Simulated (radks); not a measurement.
Spherical jellium clusters: N electrons in a uniform positive sphere of charge N and radius rs N^(1/3), rs = 5.39 bohr. Calculated with a radial shooting solver with Libxc functionals: non-relativistic Kohn-Sham, LDA (Slater exchange, Perdew-Wang correlation), spin-polarised, spherical densities. Levels are named by radial order and angular momentum (1s, 1p, 1d, 2s, ...), and open shells are averaged over m.

N = 16, configuration 1s2 1p6 1d(up 5, down 3). This is the lowest configuration that the search found. Occupied and some empty levels:

| level | occupation | eigenvalue (eV) | <r> (bohr) |
|---|---|---|---|
| 1s up | 1 | -3.5823 | 8.444 |
| 1s down | 1 | -3.4919 | 8.256 |
| 1p up | 3 | -3.0893 | 9.977 |
| 1p down | 3 | -2.9762 | 9.949 |
| 1d up | 5 | -2.4640 | 11.01 |
| 1d down | 3 | -2.3474 | 11.06 |
| 2s up | 0 | -2.1506 | 8.831 |
| 2s down | 0 | -2.1016 | 8.947 |
| 1f up | 0 | -1.7270 | 11.92 |
| 1f down | 0 | -1.6159 | 12.01 |
| 2p up | 0 | -1.2821 | 10.88 |
| 2p down | 0 | -1.2252 | 10.94 |

Energy (eV): total -28.4550, kinetic 16.544, external -612.31, Hartree 305.20, exchange-correlation -45.631, background 307.74.
